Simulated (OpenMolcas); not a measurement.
# Tm3+ in a point-charge field

Tm3+ among 8 point charges of -1 e arranged as a square antiprism (D4d), 2.48 Å from the ion, with a polar angle of 65.3° against the regular 57.3°.
```
   2.0820    0.8624    1.0354  -1.00
  -0.8624    2.0820    1.0354  -1.00
  -2.0820   -0.8624    1.0354  -1.00
   0.8624   -2.0820    1.0354  -1.00
   2.0820   -0.8624   -1.0354  -1.00
   0.8624    2.0820   -1.0354  -1.00
  -2.0820    0.8624   -1.0354  -1.00
  -0.8624   -2.0820   -1.0354  -1.00
```

| Quantity | Value |
| --- | --- |
| Program | OpenMolcas 26.06 |
| Method | CASSCF |
| Basis | ANO-RCC-VDZP [7s6p4d2f1g] |
| Scalar Hamiltonian | DKH2, point nucleus |
| Active space | 12 electrons in 7 orbitals (4f) |
| State averaging | 2S+1 = 3 even, 21 roots; 2S+1 = 1 even, 27 roots kept (CI in the orbitals of an earlier block) |
| Spin-orbit coupling | state interaction with AMFI integrals over the reference wave functions |

The lowest spin-free states, above the lowest:

```tsv
State	Degeneracy	E (cm-1)	Free-ion L (%)
2S+1 = 3	2	0.0	H (100)
2S+1 = 3	2	549.6	H (100)
2S+1 = 3	2	898.8	H (100)
2S+1 = 3	2	1138	H (100)
2S+1 = 3	2	1281	H (99)
2S+1 = 3	1	1327	H (99)
2S+1 = 3	1	8557	F (99)
2S+1 = 3	2	8613	F (99)
2S+1 = 3	2	8817	F (100)
2S+1 = 3	2	9103	F (100)
2S+1 = 1	2	9720	G (100)
2S+1 = 1	2	9855	G (100)
2S+1 = 1	1	9876	G (100)
2S+1 = 1	2	9897	G (100)
2S+1 = 1	2	9920	G (100)
2S+1 = 1	1	28318	D (100)
2S+1 = 1	2	28557	D (100)
2S+1 = 1	2	29391	D (100)
2S+1 = 1	2	33247	I (100)
2S+1 = 1	2	33971	I (100)
```

The lowest levels with spin-orbit coupling:

```json
{"E (cm-1)": "0.0", "Degeneracy": "2", "2S+1": "3", "J": "6.00", "|mJ| (%)": "6 (100)", "g": "0.00 0.00 13.99"}
{"E (cm-1)": "462.8", "Degeneracy": "2", "2S+1": "3", "J": "6.00", "|mJ| (%)": "5 (100)", "g": "0.00 0.00 11.62"}
{"E (cm-1)": "793.1", "Degeneracy": "2", "2S+1": "3", "J": "6.00", "|mJ| (%)": "4 (100)", "g": "0.00 0.00 9.28"}
{"E (cm-1)": "1036", "Degeneracy": "2", "2S+1": "3", "J": "6.00", "|mJ| (%)": "3 (100)", "g": "0.00 0.00 6.95"}
{"E (cm-1)": "1206", "Degeneracy": "2", "2S+1": "3", "J": "5.99", "|mJ| (%)": "2 (100)", "g": "0.00 0.00 4.63"}
{"E (cm-1)": "1308", "Degeneracy": "2", "2S+1": "3", "J": "5.99", "|mJ| (%)": "1 (100)", "g": "0.00 0.00 2.32"}
{"E (cm-1)": "1342", "Degeneracy": "1", "2S+1": "3", "J": "5.99", "|mJ| (%)": "0 (100)", "g": ""}
{"E (cm-1)": "7520", "Degeneracy": "1", "2S+1": "3 (66 %)", "J": "4.01", "|mJ| (%)": "0 (100)", "g": ""}
{"E (cm-1)": "7542", "Degeneracy": "2", "2S+1": "3 (66 %)", "J": "4.01", "|mJ| (%)": "1 (100)", "g": "0.00 0.00 2.19"}
{"E (cm-1)": "7590", "Degeneracy": "2", "2S+1": "3 (66 %)", "J": "4.01", "|mJ| (%)": "2 (100)", "g": "0.00 0.00 4.38"}
{"E (cm-1)": "7601", "Degeneracy": "2", "2S+1": "3 (64 %)", "J": "4.02", "|mJ| (%)": "4 (100)", "g": "0.00 0.00 8.63"}
{"E (cm-1)": "7615", "Degeneracy": "2", "2S+1": "3 (65 %)", "J": "4.02", "|mJ| (%)": "3 (100)", "g": "0.00 0.00 6.54"}
{"E (cm-1)": "8516", "Degeneracy": "2", "2S+1": "3", "J": "5.00", "|mJ| (%)": "5 (100)", "g": "0.00 0.00 10.37"}
{"E (cm-1)": "9014", "Degeneracy": "2", "2S+1": "3", "J": "4.98", "|mJ| (%)": "4 (100)", "g": "0.00 0.00 8.39"}
{"E (cm-1)": "9337", "Degeneracy": "2", "2S+1": "3", "J": "4.99", "|mJ| (%)": "3 (100)", "g": "0.00 0.00 6.31"}
{"E (cm-1)": "9551", "Degeneracy": "2", "2S+1": "3", "J": "4.99", "|mJ| (%)": "2 (100)", "g": "0.00 0.00 4.23"}
{"E (cm-1)": "9670", "Degeneracy": "2", "2S+1": "3", "J": "4.99", "|mJ| (%)": "1 (100)", "g": "0.00 0.00 2.12"}
{"E (cm-1)": "9708", "Degeneracy": "1", "2S+1": "3", "J": "4.99", "|mJ| (%)": "0 (100)", "g": ""}
{"E (cm-1)": "13885", "Degeneracy": "2", "2S+1": "3", "J": "4.00", "|mJ| (%)": "4 (100)", "g": "0.00 0.00 7.83"}
{"E (cm-1)": "14164", "Degeneracy": "2", "2S+1": "3", "J": "4.00", "|mJ| (%)": "3 (100)", "g": "0.00 0.00 5.90"}
```

Powder χT (cm3 K/mol): 6.13 at 2 K, 6.15 at 10 K, 6.28 at 50 K, 6.43 at 100 K, 6.68 at 200 K, 6.84 at 300 K. The effective moment at 300 K is 2.828 √(χT) = 7.39 μB.

Hund's rules give f12 the level 3H6 with g = 1.167, so an isolated free-ion multiplet has χT = g² J(J+1) / 8 = 7.146 cm3 K/mol. The computed 6.836 at 300 K differs by -4 %, through the field's splitting, the mixing of terms and any other multiplet in reach.

Stevens parameters of the J = 6 multiplet, which is 1342 cm-1 wide (cm-1, z along the main axis): B20 = -1.231e+01, B40 = -4.550e-03, B60 = -1.932e-05.

This is an electrostatic model: the charges have no orbitals. An unlabelled pair can be two single states that coincide in this model. The first state left out of the spin-orbit step lies near 83000 cm-1 above the lowest spin-free state of the reference (among the parities and spins computed), and the lists stop at four fifths of that energy or lower. No measured value stands beside these numbers.

The RASSCF and RASSI steps took 11 s on 1 thread of Arm Neoverse V1 (shared host); the integral step is not counted.

With an even number of electrons the g values are those of a degenerate or nearly degenerate non-Kramers pair.
